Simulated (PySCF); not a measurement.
**Spinor energies of Tb⁵⁷⁺ (terbium, charge +57)**

Start: [He] 2s2 2p4; 2p1/2 filled at m_j = -1/2, +1/2; 2p3/2 filled at m_j = +1/2, +3/2. Calculated with PySCF 2.14 in an even-tempered Gaussian basis (17 s from 38 bohr⁻², ratio 2.4; 13 p from 50 bohr⁻², ratio 2.4; 5 d from 170 bohr⁻², ratio 2.6; 4 f from 260 bohr⁻², ratio 2.6): generalised Hartree-Fock with the X2C-1e Hamiltonian and a Gaussian nucleus; one run each with spin-orbit coupling (SO) switched off, then screened by Boettger's factors.

| spinor shell | electrons | ε, spin-free (eV) | ε, screened SO (eV) | weight of nominal j (screened SO) | rms radius, screened SO (bohr) |
| --- | --- | --- | --- | --- | --- |
| 1s1/2 | 2 | -57435.2 | -57409.4 | 1.000 | 0.0244 |
| 2s1/2 | 2 | -13381.5 | -13373.9 | 1.000 | 0.0960 |
| 2p1/2 | 2 | -12526.1 | -13066.8 | 1.000 | 0.0816 |
| 2p3/2 | 2 | -12526.1 | -12284.2 | 1.000 | 0.0875 |

```
   quantity    spin-free  screened SO
E (hartree)  -7427.21231  -7450.55255
        M_J            2            2
       ⟨J²⟩        6.000        6.000
       ⟨L²⟩        2.000        3.264
       ⟨S²⟩        2.000        1.382
```

Each row is a mean over spinors that exchange with the open shell spreads, by up to 75.891 eV (2s1/2).

Breit and QED terms are absent; they matter most for the inner s and p1/2 levels.

Densities and radii are taken from the X2C orbitals without a picture-change correction, which distorts them close to the nucleus.

Without spin-orbit coupling the j labels of p, d and f shells carry no meaning; the spin-free column gives the mean over the occupied spinors of each nl shell.
